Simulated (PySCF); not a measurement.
C₄H₈BN, SMILES C1C=CCB1N.

The structure is a stationary point at PBE0-D3(BJ)/def2-SVP. The structure was generated by enumeration, and PubChem lists no compound with its InChIKey, so it may never have been made. The values are those of a single conformer.

Calculation: TDDFT-PBE0/def2-SVPD in PySCF.

Vertical excitations. Isolated molecule, no solvent. State labels are in the subgroup C2v.

| state | symmetry | energy (eV) | λ (nm) | f | main pairs |
|---|---|---|---|---|---|
| S1 | B1 | 6.01 | 206 | 0.000 | HOMO→LUMO 97 % |
| S2 | A1 | 6.17 | 201 | 0.000 | HOMO→LUMO+1 99 % |
| S3 | B1 | 6.76 | 183 | 0.005 | HOMO→LUMO+3 94 % |
| S4 | B2 | 7.00 | 177 | 0.224 | HOMO→LUMO+2 92 % |
| S5 | A2 | 7.08 | 175 | 0.000 | HOMO−1→LUMO+1 99 % |
| S6 | A2 | 7.26 | 171 | 0.000 | HOMO→LUMO+4 96 % |
| S7 | B2 | 7.30 | 170 | 0.047 | HOMO−1→LUMO 96 % |
| S8 | B1 | 7.32 | 169 | 0.008 | HOMO−1→LUMO+2 91 % |
| S9 | B1 | 7.34 | 169 | 0.031 | HOMO−2→LUMO 87 % |
| S10 | B1 | 7.71 | 161 | 0.002 | HOMO→LUMO+5 93 % |
| T1 | B2 | 4.21 | 295 | 0 | HOMO→LUMO+2 95 % |
| T2 | A1 | 5.90 | 210 | 0 | HOMO→LUMO+1 94 % |
| T3 | B1 | 5.94 | 209 | 0 | HOMO→LUMO 94 % |
| T4 | A2 | 6.51 | 191 | 0 | HOMO−1→LUMO+1 97 % |
Triplets are in the Tamm–Dancoff approximation, which puts them higher than full response would, so one can lie above its singlet here.
